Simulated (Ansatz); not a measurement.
`CS[SiH](F)Cl` → `F[Si]Cl` + CH₃SH at 298.15 K and 1 bar (silylene formation by 1,1-elimination).

Gas-phase electronic energies from Ansatz, PBE0-D4/def2-TZVP geometries. CCSD(T)/CBS adds triple-zeta CCSD(T) − MP2 to the extrapolated MP2 energy (def2 sets, frozen cores). This one scheme is used for every species. One conformer a species, not always the lowest.

| species | CCSD(T)/CBS energy (Eh) | H − E (kJ/mol) | S (J/(mol·K)) |
| --- | --- | --- | --- |
| `CS[SiH](F)Cl` | -1287.03339 | 161.4 | 363.2 |
| `F[Si]Cl` | -848.72390 | 21.7 | 275.4 |
| CH₃SH | -438.22835 | 133.0 | 253.2 |

H − E and S are ideal-gas, rigid-rotor, harmonic terms from PBE0-D4/def2-TZVP, for one conformer and one mirror image of each species. 1 Eh = 2625.50 kJ/mol, R = 8.31446 J/(mol·K).

Task: By hand: ΔE, ΔH, ΔS and ΔG.

Result: ΔE = (-848.72390) + (-438.22835) − (-1287.03339) = 0.08114 Eh = 213.0 kJ/mol. Δ(H − E) = 21.7 + 133.0 − 161.4 = -6.7, so ΔH = 206.3 kJ/mol. ΔS = 275.4 + 253.2 − 363.2 = 165.4 J/(mol·K). ΔG = 206.3 − 298.15 × (165.4)/1000 = 157.0 kJ/mol.

Task: By hand: the equilibrium constant, and the temperature at which ΔG would vanish if ΔH and ΔS stayed fixed.

Result: log₁₀ K = −ΔG/(RT ln 10) = -27.5. ΔG = 0 at ΔH/ΔS = 1247 K.

The number of gas molecules changes by +1, which sets the sign of ΔS. A doubt of 5 kJ/mol in ΔE shifts log₁₀ K by 0.9 here. Other conformers and mirror images would add mixing entropy, several J/(mol·K) or more a flexible species. Modes under 60 cm⁻¹, often nearly free rotors, make the harmonic entropy too high. These are equilibria of isolated gas molecules and say nothing of rates. Largest T1 diagnostic: 0.014 (customary marks: 0.02 for closed shells, 0.045 for open ones).
